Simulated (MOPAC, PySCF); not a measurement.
C₄H₄, SMILES `C1=CC=C1` (singlet; the order of the spin states depends on the level), neutral singlet in the gas phase. This singlet lies 0.53 eV below the relaxed triplet at the level frozen-core CCSD(T)/cc-pVTZ // B3LYP-D3(BJ)/def2-TZVP (Ansatz); other levels give the other order.

Cartesian coordinates (Å):
```xyz
8

C     -0.3385    -0.9741     0.0042
C     -1.0172     0.1694     0.0057
C      0.3385     0.9741    -0.0035
C      1.0172    -0.1694    -0.0064
H     -0.6035    -2.0205     0.0079
H     -2.0627     0.4380     0.0115
H      0.6035     2.0205    -0.0067
H      2.0627    -0.4380    -0.0127
```
Charge 0, spin multiplicity 1.

All levels are single points at this geometry (B3LYP-D3(BJ)/def2-TZVP); Pople sets use spherical d functions. Orbital energies aren't observables, and empty levels follow the basis.

```json
[
 {"level": "B3LYP-D3(BJ)/def2-TZVP in PySCF", "HOMO (eV)": "-5.40", "LUMO (eV)": "-1.80", "gap (eV)": "3.60", "dipole (D)": "0.00", "vertical IE, Delta-SCF (eV)": "–"},
 {"level": "PBE-D3(BJ)/def2-TZVP in PySCF", "HOMO (eV)": "-4.59", "LUMO (eV)": "-2.61", "gap (eV)": "1.99", "dipole (D)": "0.00", "vertical IE, Delta-SCF (eV)": "–"},
 {"level": "B3LYP/3-21G in PySCF", "HOMO (eV)": "-5.17", "LUMO (eV)": "-1.34", "gap (eV)": "3.83", "dipole (D)": "0.00", "vertical IE, Delta-SCF (eV)": "–"},
 {"level": "B3LYP/6-31G* in PySCF", "HOMO (eV)": "-5.00", "LUMO (eV)": "-1.26", "gap (eV)": "3.73", "dipole (D)": "0.00", "vertical IE, Delta-SCF (eV)": "7.68"},
 {"level": "BP86/6-31G* in PySCF", "HOMO (eV)": "-4.27", "LUMO (eV)": "-2.23", "gap (eV)": "2.04", "dipole (D)": "0.00", "vertical IE, Delta-SCF (eV)": "–"},
 {"level": "M06-2X/6-31G* in PySCF", "HOMO (eV)": "-6.48", "LUMO (eV)": "-0.13", "gap (eV)": "6.35", "dipole (D)": "0.00", "vertical IE, Delta-SCF (eV)": "–"},
 {"level": "PBE/6-31G* in PySCF", "HOMO (eV)": "-4.18", "LUMO (eV)": "-2.14", "gap (eV)": "2.04", "dipole (D)": "0.00", "vertical IE, Delta-SCF (eV)": "7.73"},
 {"level": "SVWN5/6-31G* in PySCF", "HOMO (eV)": "-4.33", "LUMO (eV)": "-2.34", "gap (eV)": "1.99", "dipole (D)": "0.00", "vertical IE, Delta-SCF (eV)": "7.96"},
 {"level": "HF/3-21G in PySCF", "HOMO (eV)": "-7.66", "LUMO (eV)": "2.76", "gap (eV)": "10.43", "dipole (D)": "0.00", "vertical IE, Delta-SCF (eV)": "–"},
 {"level": "HF/6-31G* in PySCF", "HOMO (eV)": "-7.44", "LUMO (eV)": "2.94", "gap (eV)": "10.38", "dipole (D)": "0.00", "vertical IE, Delta-SCF (eV)": "6.52"},
 {"level": "HF/STO-3G in PySCF", "HOMO (eV)": "-5.88", "LUMO (eV)": "6.37", "gap (eV)": "12.25", "dipole (D)": "0.00", "vertical IE, Delta-SCF (eV)": "–"},
 {"level": "PM6 in MOPAC", "HOMO (eV)": "-9.03", "LUMO (eV)": "0.17", "gap (eV)": "9.20", "dipole (D)": "0.00", "vertical IE, Delta-SCF (eV)": "–"},
 {"level": "PM7 in MOPAC", "HOMO (eV)": "-9.10", "LUMO (eV)": "-0.05", "gap (eV)": "9.05", "dipole (D)": "0.00", "vertical IE, Delta-SCF (eV)": "–"}
]
```
